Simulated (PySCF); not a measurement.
Input for PySCF: R-B3LYP/6-31G* on HF (SMILES F) with ghost functions, monomers drawn apart or pushed together.

```python
from pyscf import gto, scf, dft, mp
from pyscf.data.elements import chemcore

mol = gto.M(
    atom='''
    F    -0.00194010   -0.04565024    0.24123662
    H    -0.53058077   -0.70195368   -0.14684528
    ghost-F   -0.19925586   -0.46852355    4.37374495
    ghost-H   -0.05409439   -0.24672058    3.48039184
    ''',
    basis='6-31g*',
    cart=True,
    charge=0, spin=0, verbose=3, max_memory=1800)
mf = dft.RKS(mol, xc='b3lyp')
mf.conv_tol = 1e-8
mf.max_cycle = 100
mf.kernel()
if not mf.converged:
    mf = mf.newton().run(mf.mo_coeff, mf.mo_occ)
```

Program output:

```
converged SCF energy = -100.420617467358
```

Self-consistency was reached.

Cost: roughly 1.0 core-seconds.
